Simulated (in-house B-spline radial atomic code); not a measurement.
Settings and results of a run for Ru²⁺ (with a hole in an inner shell). Level of theory: Dirac-Kohn-Sham B3LYP, spherical fractional occupations, Fermi nucleus of rms radius 4.4809 fm; calculated with a radial B-spline atomic code at the basis-set limit.

In the input, a minus or plus after the letter marks the j = l - 1/2 or j = l + 1/2 subshell.

Command:
```bash
python run_scf.py task.json out
```
Settings (nuclear radius in fm, mass in u):
```
Z                44
configuration    1s2 2s2 2p6 3s2 3p-1 3p+4 3d10 4s2 4p6 4d7
hamiltonian      dirac
method           b3lyp
spin_polarised   False
nucleus          fermi
rms_radius       4.4809
atomic_mass      101.90434
speed_of_light   137.035999084
```

Output (hartree, bohr):
```
 radial grid: 73 intervals, B-splines of order 8, outer radius 38.5185 bohr

 iter        energy (Eh)    residual
    1       -4502.520177    4.92e-01
    2       -4507.156875    5.00e-01
    3       -4513.123664    7.38e-02
    4       -4513.368774    1.46e-02
    5       -4513.377422    7.63e-03
    6       -4513.379067    4.19e-03
    7       -4513.379493    1.14e-03
    8       -4513.379541    4.06e-05
    9       -4513.379541    3.47e-07

 total energy                     -4513.37954
 kinetic                            4695.0673
 electron-nucleus                 -10866.9189
 Hartree                            1790.2795
 exact exchange                      -25.5484
 exchange-correlation               -106.2591

 first-order corrections (not in the total)
   Gaunt                             3.1324
   retardation                      -0.3133
   frequency dependence             -0.0214
   self-energy                       2.1317
   Uehling                          -0.2520
   Wichmann-Kroll                    0.0041
   recoil                            0.0170

 orbital      occ     eigenvalue          <r>       <r^2>       <1/r>     <1/r^3>       r_max    small
 1s1/2      2.000      -810.2850     0.033433  0.00150931     45.8767           -     0.02172  2.58e-02
 2s1/2      2.000      -118.6053     0.145193   0.0249089     10.5046           -      0.1229  5.36e-03
 2p1/2      2.000      -109.6977     0.123561   0.0187452      10.476           -     0.09544  5.36e-03
 2p3/2      4.000      -104.8921     0.128294     0.02008     9.92687     2806.01     0.09941  5.17e-03
 3s1/2      2.000       -22.2850     0.399438    0.182659     3.65521           -      0.3603  1.48e-03
 3p1/2      1.000       -18.6428     0.392552    0.179232     3.55473           -      0.3472  1.43e-03
 3p3/2      4.000       -18.0097     0.402307    0.188011      3.4277     492.781      0.3562  1.38e-03
 3d3/2      4.000       -11.8740     0.376331    0.169112     3.25411     73.9719      0.2971  1.27e-03
 3d5/2      6.000       -11.7413     0.379614    0.171895     3.21974     70.3285      0.2999  1.25e-03
 4s1/2      2.000        -3.8579     0.995336     1.12224     1.38488           -      0.8977  3.66e-04
 4p1/2      2.000        -2.7715       1.0723      1.3164     1.26969           -      0.9435  3.17e-04
 4p3/2      4.000        -2.6395      1.10003     1.38522     1.22882     79.0671       0.966  3.03e-04
 4d3/2      2.800        -0.9868      1.44706     2.50324    0.923428     7.12503       1.134  1.82e-04
 4d5/2      4.200        -0.9718      1.46212     2.55606    0.912893     6.71202       1.144  1.79e-04
```

Cost of the run: 2.5 s on 1 thread of Arm Neoverse N1, on a shared host.

For the Dirac Hamiltonian the kinetic term is c α·p + (β - 1)c².

Caution: exact exchange at fractional occupations of open shells leaves self-interaction of up to several eV.
